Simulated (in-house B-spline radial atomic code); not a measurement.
## Response and correlation of Mg2+

Closed shell [He] 2s2 2p6. Computed with a B-spline radial code for spherical atoms: Dirac-Hartree-Fock, relativistic RPA (time-dependent Dirac-Hartree-Fock) for the response and second-order many-body perturbation theory for correlation, no-pair Dirac-Coulomb Hamiltonian, finite nucleus.

Command:
```bash
python run_mb.py task.json out
```
Settings (nuclear radius in fm, box in bohr, cutoff in hartree):
```
basis_form          2
Z                   12
core_configuration  [He] 2s2 2p6
rms_radius          3.057
mass_number         24
speed_of_light      137.036
box_radius          18.686
lmax                7
intervals           66
virtual_cutoff      3600.0
```

Time taken, with all properties: 1.1 s on 1 thread of Arm Neoverse V2 (shared host).

```tsv
multipole (bohr³, bohr⁵, bohr⁷)	uncoupled	coupled RPA
dipole	0.4278	0.46983
quadrupole	0.43191	?
octupole	0.86504	1.0196
```

Problem. What is the coupled quadrupole polarisability?

Solution. 0.51828 atomic units, +20 % against the uncoupled value.

Problem. Which subshells carry the dipole polarisability?

Solution. 2p3/2 62.9 %, 2p1/2 31.0 %, 2s1/2 6.1 %.

Problem. What does the dipole shielding factor come to?

Solution. The dipole shielding factor is 0.833, against the exact N/Z = 10/12 = 0.833 of the non-relativistic theorem.

Dipole polarisability at imaginary frequency:

```
u (Eh)  α(iu) (bohr³)
     0         0.4698
  0.26         0.4663
 0.779         0.4407
  1.56         0.3755
   2.6         0.2859
   5.2          0.147
  10.4        0.05543
    26        0.01144
```

Problem. What dispersion coefficients follow for two such ions (the dispersion part alone)?

Solution. C6 = (3/π)∫α(iu)²du = 0.5584 hartree·bohr⁶ and C8 = 3.16 hartree·bohr⁸.

Lowest J = 1 odd-parity excitations:

```json
{"energy (eV)": "54.113", "oscillator strength": "0.00789", "leading channel": "2p3/2 → s1/2", "weight": "0.51"}
{"energy (eV)": "54.94", "oscillator strength": "0.232", "leading channel": "2p1/2 → s1/2", "weight": "0.509"}
{"energy (eV)": "67.235", "oscillator strength": "0.00254", "leading channel": "2p3/2 → d3/2", "weight": "0.603"}
{"energy (eV)": "67.833", "oscillator strength": "0.162", "leading channel": "2p3/2 → d5/2", "weight": "0.543"}
{"energy (eV)": "68.118", "oscillator strength": "0.303", "leading channel": "2p1/2 → d3/2", "weight": "0.856"}
{"energy (eV)": "69.233", "oscillator strength": "0.0123", "leading channel": "2p3/2 → s1/2", "weight": "0.866"}
{"energy (eV)": "69.553", "oscillator strength": "0.0306", "leading channel": "2p1/2 → s1/2", "weight": "0.867"}
{"energy (eV)": "73.63", "oscillator strength": "0.00227", "leading channel": "2p3/2 → d3/2", "weight": "0.66"}
```

Second-order correlation energy by the highest angular momentum of the excited pair (hartree): s -0.01905, p -0.1532, d -0.1428, f -0.04133, g -0.01623, h -0.006275, i -0.002923, k -0.001526.

Problem. What is the second-order correlation energy at the partial-wave limit?

Solution. The listed waves sum to -0.38342 hartree; extrapolating the increments as (l + 1/2)⁻⁴ gives -0.38653 hartree, -1.05 eV per electron.
